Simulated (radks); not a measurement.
Values are calculated unless marked as measured or tabulated.
Task: Radial electron density D(r) = 4 pi r^2 rho(r) of an atom or ion with 3 electrons. Code: a radial shooting solver on a logarithmic mesh with Libxc functionals. Model: scalar-relativistic Kohn-Sham, BP86, spin-polarised, spherical densities, finite nucleus; Fermi nuclear charge, rms radius of each element as measured or else 0.836 A^(1/3) + 0.57 fm.

r (bohr),D(r) (e/bohr),spin D(r)
0.0233,0.1965,-0.000487
0.02586,0.2370,-0.000587
0.02869,0.2852,-0.000705
0.03184,0.3424,-0.000845
0.03533,0.4099,-0.00101
0.0392,0.4892,-0.00120
0.04349,0.5819,-0.00143
0.04826,0.6896,-0.00169
0.05355,0.8138,-0.00198
0.05942,0.9561,-0.00231
0.06541,1.104,-0.00265
0.07258,1.284,-0.00306
0.08053,1.485,-0.00350
0.08936,1.704,-0.00395
0.09915,1.942,-0.00441
0.11,2.195,-0.00486
0.1221,2.458,-0.00525
0.1355,2.726,-0.00555
0.1503,2.989,-0.00568
0.1668,3.239,-0.00558
0.1851,3.464,-0.00514
0.2037,3.637,-0.00432
0.226,3.778,-0.00286
0.2508,3.856,-0.000610
0.2783,3.861,0.00263
0.3088,3.788,0.00710
0.3426,3.633,0.0131
0.3802,3.400,0.0208
0.4218,3.098,0.0307
0.4681,2.744,0.0431
0.5194,2.357,0.0582
0.5717,1.992,0.0749
0.6344,1.611,0.0961
0.7039,1.266,0.121
0.781,0.9731,0.149
0.8667,0.7426,0.181
0.9616,0.5765,0.215
1.067,0.4699,0.252
1.184,0.4125,0.290
1.314,0.3909,0.327
1.458,0.3907,0.360
1.617,0.3987,0.385
1.78,0.4039,0.398
1.976,0.4001,0.398
2.192,0.3820,0.381
2.432,0.3487,0.349
2.699,0.3020,0.302
2.995,0.2467,0.247
3.323,0.1886,0.189
3.687,0.1340,0.134
4.091,0.08780,0.0878
4.54,0.05260,0.0526
4.997,0.03009,0.0301
5.545,0.01490,0.0149
6.153,0.006620,0.00662
6.827,0.002616,0.00262
7.575,0.0009072,0.000907
8.405,0.0002716,0.000272

What is the nuclear charge?

Result: Z = 4. The innermost maximum, from 1s, lies near gamma/Z bohr with gamma = sqrt(1 - (Z/c)^2) = 1.000, here 0.25 bohr (found: 0.267), and its height grows with Z. The density is that of the beryllium ion Be+ in [He] 2p1; the configuration itself is not fixed sharply by these data. D(r) has 2 maxima, at r = 0.267, 1.82 bohr, and minima at 1.38 bohr, inside which lie 2.17 electrons.
